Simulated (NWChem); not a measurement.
SiAsH4, doublet; SMILES [SiH2][AsH2]

```xyz
6

Si    -0.0794     1.6233    -0.0122
As     0.2246    -0.7255    -0.1166
H      1.2424     2.3236     0.0307
H     -0.9343     2.2216    -1.0872
H     -1.2801    -0.9767    -0.1150
H      0.2799    -0.7443    -1.6443
```
Atoms are numbered in this order, from 1.

Program: NWChem. Pople sets run with spherical d functions. Spin-unrestricted. All runs use the structure optimised with PBE0/def2-SVP, spin-unrestricted. No stability test was run on the SCF state. Vzz is the largest principal value of the second derivative of the potential at the nucleus (NWChem prints the opposite sign); η is the asymmetry. Non-relativistic.

For level CAM-B3LYP/def2-SVP:

| Property | Value |
|---|---|
| Vzz As2 (a.u.) | -1.902 |
| η As2 | 0.42 |

### Question
Estimate the same quantities for level PBE0/6-31G*.

### Answer
The vzz As2 (a.u.) comes out as -1.698 and the η As2 is 0.28.
